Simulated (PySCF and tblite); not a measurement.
Values are calculated unless marked as measured or tabulated.
CH8F2Si3, numbered as in [F:1][SiH:2]([F:3])[CH2:4][SiH2:5][SiH3:6].

The ensemble was built from 150 distance-geometry starts (ETKDG and KDG, MMFF94s, GFN2-xTB) and rests on GFN2-xTB geometries. Weights use CAM-B3LYP-D3(BJ)/pcSseg-1 (IEF-PCM, dichloromethane) energies plus GFN2-xTB zero-point and thermal terms (modes under about 100 cm⁻¹ blended into free rotors). Symmetry numbers and mirror images are counted. Conformers within 2.5 kcal/mol (GFN2-xTB free energy) were kept, 5 at most. Programs: PySCF with density fitting and tblite.

Rotational constants are equilibrium values for the commonest isotopes; dipoles come from the energy level named and are polarised by its solvent model.

Torsions listed: F1–Si2–C4–Si5, Si2–C4–Si5–Si6. Of a mirror pair one member is shown.

| conformer | shape | symmetry |
| --- | --- | --- |
| 1 | -47°, -58° | C1 (pair) |
| 2 | -169°, 176° | C1 (pair) |
| 3 | -156°, 67° | C1 (pair) |
| 4 | -56°, 180° | Cs |
| 5 | -152°, -58° | C1 (pair) |

Give the rotational constants and dipole components.


```json
{"conformer": "1", "A (MHz)": "2496", "B (MHz)": "1124", "C (MHz)": "948", "abs μa (D)": "0.17", "abs μb (D)": "2.23", "abs μc (D)": "2.18", "κ": "-0.77", "Ic−Ia−Ib (u Å²)": "-118.9"}
{"conformer": "2", "A (MHz)": "4730", "B (MHz)": "649", "C (MHz)": "606", "abs μa (D)": "2.25", "abs μb (D)": "0.87", "abs μc (D)": "1.43", "κ": "-0.98", "Ic−Ia−Ib (u Å²)": "-51.9"}
{"conformer": "3", "A (MHz)": "3028", "B (MHz)": "959", "C (MHz)": "803", "abs μa (D)": "0.95", "abs μb (D)": "2.61", "abs μc (D)": "0.39", "κ": "-0.86", "Ic−Ia−Ib (u Å²)": "-64.7"}
{"conformer": "4", "A (MHz)": "4379", "B (MHz)": "690", "C (MHz)": "675", "abs μa (D)": "1.43", "abs μb (D)": "0.00", "abs μc (D)": "2.67", "κ": "-0.99", "Ic−Ia−Ib (u Å²)": "-99.2"}
{"conformer": "5", "A (MHz)": "3223", "B (MHz)": "858", "C (MHz)": "794", "abs μa (D)": "2.01", "abs μb (D)": "1.16", "abs μc (D)": "1.75", "κ": "-0.95", "Ic−Ia−Ib (u Å²)": "-109.6"}
```


Conformer gaps in pcSseg-1 on xTB geometries can be 2 kcal/mol off for S=O, P=O and other polar bonds.